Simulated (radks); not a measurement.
Task: Calculated with a radial shooting solver on a logarithmic mesh with Libxc functionals: Dirac Kohn-Sham, PBE, spin-unpolarised, spherical densities, finite nucleus; open shells fill j = l - 1/2 first; Fermi nuclear charge, rms radius of each element as measured or else 0.836 A^(1/3) + 0.57 fm. Each species is in its NIST ground configuration. Rank Sb, Tc, Zr, Sn, Te, In, Pd, Xe, Nb, I, Cd, Mo, Sr, Ag, Rh, Ru, Rb by Delta-SCF ionisation energy (eV), largest first.

Result: Xe 12.110, I 10.731, Te 9.352, Cd 9.274, Pd 8.928, Tc 8.135, Sb 7.960, Ag 7.759, Rh 7.454, Ru 7.281, Zr 7.123, Sn 7.095, Mo 6.868, Nb 6.609, Sr 5.885, In 5.572, Rb 4.153.
